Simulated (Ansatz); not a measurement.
Be10O10 (started as a model of: (BeO)10 cage of four- and six-membered rings), 20 atoms. Hardware: 4 threads of Arm Neoverse V1 on a shared host.

Correlated methods freeze 10 core orbitals.

How many basis functions does each of these Ansatz runs have, and roughly what does it cost? PBE-D4/def2-SVP, charge 0 singlet, energy, from earlier orbitals; HF/6-31G, charge 0 singlet, energy; revPBE-D4/def2-SVP, charge 1 doublet at the geometry of the charge 0 singlet, energy, from earlier orbitals; PBE0-D4/def2-SVP, charge -1 doublet at the geometry of the charge 0 singlet, energy; r2SCAN-D4/def2-TZVP, charge 0 singlet, energy, from earlier orbitals; PBE-D4/def2-TZVP, charge 0 singlet, energy and forces, from earlier orbitals; PBE0-D4/def2-SVP, charge 1 doublet at the geometry of the charge 0 singlet, energy; BLYP-D4/def2-TZVP, charge 0 singlet, energy, from earlier orbitals; MP2/def2-SVP, charge 0 singlet, energy, from earlier orbitals; PBE-D4/def2-SVP, charge 1 doublet at the geometry of the charge 0 singlet, energy, from earlier orbitals; PBE0-D4/def2-SVP, charge 0 singlet, energy, from earlier orbitals; B3LYP-D4/6-31G, charge 0 singlet, energy.

Other jobs shared the machine, so times can vary by a factor of up to 3. A dash marks memory too small to be measured apart from the calling script's.

```
                                                                                                        run  functions  fitting or Cholesky vectors  wall time  peak host memory (GiB)
                                                                         HF/6-31G, charge 0 singlet, energy        180                         2000      2.9 s                    0.72
                                                                   B3LYP-D4/6-31G, charge 0 singlet, energy        180                         2000        8 s                    0.78
                                           PBE-D4/def2-SVP, charge 0 singlet, energy, from earlier orbitals        230                         2770        8 s                       –
                                              MP2/def2-SVP, charge 0 singlet, energy, from earlier orbitals        230                         2540      9.5 s                    0.96
                                          PBE0-D4/def2-SVP, charge 0 singlet, energy, from earlier orbitals        230                         2540       12 s                       1
                                         BLYP-D4/def2-TZVP, charge 0 singlet, energy, from earlier orbitals        500                         2920       20 s                     1.6
                               PBE-D4/def2-TZVP, charge 0 singlet, energy and forces, from earlier orbitals        500                         2920       20 s                     1.6
                        PBE0-D4/def2-SVP, charge -1 doublet at the geometry of the charge 0 singlet, energy        230                         2540       29 s                     1.6
                                       r2SCAN-D4/def2-TZVP, charge 0 singlet, energy, from earlier orbitals        500                         2920       31 s                     1.7
revPBE-D4/def2-SVP, charge 1 doublet at the geometry of the charge 0 singlet, energy, from earlier orbitals        230                         2770       61 s                     1.2
   PBE-D4/def2-SVP, charge 1 doublet at the geometry of the charge 0 singlet, energy, from earlier orbitals        230                         2770       88 s                     1.2
                         PBE0-D4/def2-SVP, charge 1 doublet at the geometry of the charge 0 singlet, energy        230                         2540    2.8 min                     1.7
```
